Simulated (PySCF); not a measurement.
# P(3+) (phosphorus, charge +3) across methods

[Ne] 3s2, closed-shell 1S. Computed with PySCF 2.14 in dyall-av3z, with scalar relativity by spin-free X2C-1e.

```csv
method,E (hartree),mean ε 2s (eV),mean ε 2p (eV),mean ε 3s (eV),Σ⟨r²⟩ (bohr²),⟨S²⟩
PBE,-339.7196,-212.33,-162.97,-45.605,8.798,0.000
B3LYP,-339.8991,-218.95,-167.99,-46.816,8.805,0.000
LDA,-338.5926,-211.50,-163.03,-45.740,8.788,0.000
r2SCAN,-339.8340,-216.80,-165.41,-45.810,8.843,0.000
CAM-B3LYP,-339.8903,-220.90,-169.96,-48.564,8.816,0.000
LC-wPBE,-339.7569,-218.48,-168.91,-50.077,8.791,0.000
UHF,-339.38235,-244.26,-185.62,-50.000,8.909,0.000
TPSSh,-339.8826,-217.16,-165.90,-46.207,8.814,0.000
PBE0,-339.7440,-220.65,-168.96,-46.952,8.809,0.000
```
